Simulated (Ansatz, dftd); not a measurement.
Species: SiH2SCl, charge 0, doublet. SiH2SCl (SMILES [SiH](S)Cl, doublet).
B3LYP-D3(BJ)/def2-TZVP minimum from Ansatz (a quantum-chemistry and plane-wave program):
```
Si
H 1 1.4921
Cl 1 2.0690 2 107.51
S 1 2.1478 2 110.76 3 -115.19
H 4 1.3463 1 93.16 2 -58.96
```
Charge 0, spin multiplicity 2.

Property: atomisation energy (electronic, to ground-state atoms), in kcal/mol. Open shells are spin-unrestricted; no spin-orbit coupling. Correlated methods leave the cores frozen. Rows without X2C or -DK are non-relativistic. CBS(X,Y): correlation extrapolated as X^-3, Hartree-Fock from the larger set. A bracket is a step between two methods taken in the basis named. Functionals run without relativity, which enters their misses. '+ core + X2C': CCSD(T) terms for core correlation (cc-pwCVTZ, 1s frozen past Ne) and scalar relativity (cc-pVTZ-DK). For partners of very few electrons the exact lower level stands in for a higher one.

Compared with CCSD(T)/CBS(cc-pV(T+d)Z,cc-pV(Q+d)Z) + [CCSDT(Q) - CCSD(T)]/cc-pV(D+d)Z + core + X2C (Ansatz): 329.0 kcal/mol.

Costs are rough ratios of core time, to one figure, on one kind of shared machine, summed over the single points of the molecules; atoms, geometries and frequencies are left out. The first row took roughly 9 core seconds; short runs hold start-up time.

| level | program | cost relative to the first row | difference (kcal/mol) |
|---|---|---|---|
| PBE-D3(BJ)/def2-TZVPD | Ansatz + dftd3 | 1 | 4.7 |
| B3LYP-D4/def2-TZVPD | Ansatz + dftd4 | 1 | -3.4 |
| r2SCAN-D3(BJ)/def2-TZVPD | Ansatz + dftd3 | 2 | 5.2 |
| CAM-B3LYP-D3(BJ)/def2-TZVPD | Ansatz + dftd3 | 2 | -4.4 |
| wB97X-V/def2-TZVPD | Ansatz | 3 | 2.2 |
| wB97M-V/def2-TZVPD | Ansatz | 3 | 0.7 |
| CCSDT(Q)/cc-pV(D+d)Z | Ansatz | 300 | -37.0 |

The dearest row costs roughly 300 times the first. Costs within a factor of two don't rank. The table holds for this case alone.
